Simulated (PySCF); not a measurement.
B3H5N3, SMILES B1[N]BNBN1 (connectivity only; charge and spin as stated), charge -1, multiplicity 1.

Geometry optimised at PBE-D3(BJ)/def2-SVPD. The spin state was assumed, not searched. The isomer is the one that the SMILES or the coordinates give; other isomers of the formula were not compared.

Level of theory: PBE-D3(BJ)/def2-SVPD (PySCF).

Harmonic, unscaled wavenumbers; measured fundamentals usually lie a few per cent lower.

Problem. Estimate the vibrational spectrum. (An estimate is asked for; the answer gives what the named calculation found.)

Solution. 
```json
[
 {"mode": "1", "ν (cm⁻¹)": "225", "IR (km/mol)": "0.0", "moving atoms (share of kinetic energy)": "N 38 %, H 36 %, B 25 %"},
 {"mode": "2", "ν (cm⁻¹)": "290", "IR (km/mol)": "0.5", "moving atoms (share of kinetic energy)": "N 46 %, H 29 %, B 25 %"},
 {"mode": "3", "ν (cm⁻¹)": "413", "IR (km/mol)": "1.3", "moving atoms (share of kinetic energy)": "H 54 %, N 32 %, B 14 %"},
 {"mode": "4", "ν (cm⁻¹)": "470", "IR (km/mol)": "5.0", "moving atoms (share of kinetic energy)": "N 58 %, B 36 %"},
 {"mode": "5", "ν (cm⁻¹)": "535", "IR (km/mol)": "0.0", "moving atoms (share of kinetic energy)": "N 57 %, B 35 %"},
 {"mode": "6", "ν (cm⁻¹)": "706", "IR (km/mol)": "0.0", "moving atoms (share of kinetic energy)": "H 85 %, N 12 %"},
 {"mode": "7", "ν (cm⁻¹)": "708", "IR (km/mol)": "31.9", "moving atoms (share of kinetic energy)": "H 75 %, B 20 %"},
 {"mode": "8", "ν (cm⁻¹)": "806", "IR (km/mol)": "0.6", "moving atoms (share of kinetic energy)": "N 91 %"},
 {"mode": "9", "ν (cm⁻¹)": "837", "IR (km/mol)": "42.9", "moving atoms (share of kinetic energy)": "H 54 %, B 38 %"},
 {"mode": "10", "ν (cm⁻¹)": "851", "IR (km/mol)": "0.0", "moving atoms (share of kinetic energy)": "H 57 %, B 38 %"},
 {"mode": "11", "ν (cm⁻¹)": "861", "IR (km/mol)": "4.8", "moving atoms (share of kinetic energy)": "H 49 %, B 38 %, N 13 %"},
 {"mode": "12", "ν (cm⁻¹)": "862", "IR (km/mol)": "74.5", "moving atoms (share of kinetic energy)": "H 67 %, B 24 %, N 9 %"},
 {"mode": "13", "ν (cm⁻¹)": "890", "IR (km/mol)": "18.3", "moving atoms (share of kinetic energy)": "B 82 %, H 16 %"},
 {"mode": "14", "ν (cm⁻¹)": "964", "IR (km/mol)": "0.7", "moving atoms (share of kinetic energy)": "H 59 %, B 28 %, N 13 %"},
 {"mode": "15", "ν (cm⁻¹)": "982", "IR (km/mol)": "0.0", "moving atoms (share of kinetic energy)": "H 93 %"},
 {"mode": "16", "ν (cm⁻¹)": "1021", "IR (km/mol)": "4.9", "moving atoms (share of kinetic energy)": "H 78 %, N 15 %"},
 {"mode": "17", "ν (cm⁻¹)": "1085", "IR (km/mol)": "1.4", "moving atoms (share of kinetic energy)": "H 64 %, B 25 %, N 12 %"},
 {"mode": "18", "ν (cm⁻¹)": "1241", "IR (km/mol)": "0.1", "moving atoms (share of kinetic energy)": "H 50 %, N 40 %, B 10 %"},
 {"mode": "19", "ν (cm⁻¹)": "1298", "IR (km/mol)": "1.5", "moving atoms (share of kinetic energy)": "B 53 %, N 25 %, H 22 %"},
 {"mode": "20", "ν (cm⁻¹)": "1302", "IR (km/mol)": "226.2", "moving atoms (share of kinetic energy)": "B 66 %, H 19 %, N 15 %"},
 {"mode": "21", "ν (cm⁻¹)": "1368", "IR (km/mol)": "191.2", "moving atoms (share of kinetic energy)": "N 45 %, H 34 %, B 20 %"},
 {"mode": "22", "ν (cm⁻¹)": "1479", "IR (km/mol)": "622.0", "moving atoms (share of kinetic energy)": "B 54 %, N 42 %"},
 {"mode": "23", "ν (cm⁻¹)": "2282", "IR (km/mol)": "903.5", "moving atoms (share of kinetic energy)": "H 92 %"},
 {"mode": "24", "ν (cm⁻¹)": "2297", "IR (km/mol)": "182.2", "moving atoms (share of kinetic energy)": "H 92 %, B 8 %"},
 {"mode": "25", "ν (cm⁻¹)": "2414", "IR (km/mol)": "281.5", "moving atoms (share of kinetic energy)": "H 91 %, B 9 %"},
 {"mode": "26", "ν (cm⁻¹)": "3508", "IR (km/mol)": "19.0", "moving atoms (share of kinetic energy)": "H 93 %"},
 {"mode": "27", "ν (cm⁻¹)": "3512", "IR (km/mol)": "8.4", "moving atoms (share of kinetic energy)": "H 93 %"}
]
```
